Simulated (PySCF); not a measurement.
**Spinor energies of Ga (gallium, neutral)**

Start: [Ar] 3d10 4s1 4p1 5s1; 4s1/2 filled at m_j = +1/2; 4p3/2 filled at m_j = +3/2; 5s1/2 filled at m_j = +1/2. Calculated with PySCF 2.14 in x2c-SVPall-2c with one added diffuse shell each of s, p, d type (6s7p4d, 47 functions): generalised Hartree-Fock with the X2C-1e Hamiltonian and a Gaussian nucleus; one run each with spin-orbit coupling (SO) switched off, then screened by Boettger's factors. This is a chosen level, not necessarily the ground level.

| spinor shell | electrons | ε, spin-free (eV) | ε, screened SO (eV) | weight of nominal j (screened SO) | rms radius, screened SO (bohr) |
| --- | --- | --- | --- | --- | --- |
| 1s1/2 | 2 | -10442.9 | -10442.8 | 1.000 | 0.0561 |
| 2s1/2 | 2 | -1345.7 | -1345.7 | 1.000 | 0.236 |
| 2p1/2 | 2 | -1168.1 | -1187.1 | 1.000 | 0.209 |
| 2p3/2 | 4 | -1168.1 | -1158.9 | 1.000 | 0.212 |
| 3s1/2 | 2 | -184.34 | -184.37 | 1.000 | 0.699 |
| 3p1/2 | 2 | -128.56 | -131.22 | 0.999 | 0.731 |
| 3d3/2 | 4 | -37.158 | -37.510 | 0.967 | 0.892 |
| 3d5/2 | 6 | -37.158 | -36.981 | 0.978 | 0.896 |
| 4s1/2 | 1 | -17.958 | -17.969 | 0.999 | 2.42 |
| 4p3/2 | 1 | -9.918 | -9.862 | 1.000 | 3.17 |
| 5s1/2 | 1 | -2.867 | -2.871 | 1.000 | 7.07 |

Task: Where does 3p3/2 lie, and what is the 3p spin-orbit splitting (screened SO)?

Result: At -127.32 eV, 3.902 eV above 3p1/2.

```tsv
quantity	spin-free	screened SO
E (hartree)	-1941.56566	-1941.61375
M_J	5/2	5/2
⟨J²⟩	8.757	8.757
⟨L²⟩	2.006	2.007
⟨S²⟩	3.752	3.753
```

Each row is a mean over spinors that exchange with the open shell spreads, by up to 0.535 eV (3s1/2).

Without spin-orbit coupling the j labels of p, d and f shells carry no meaning; the spin-free column gives the mean over the occupied spinors of each nl shell.
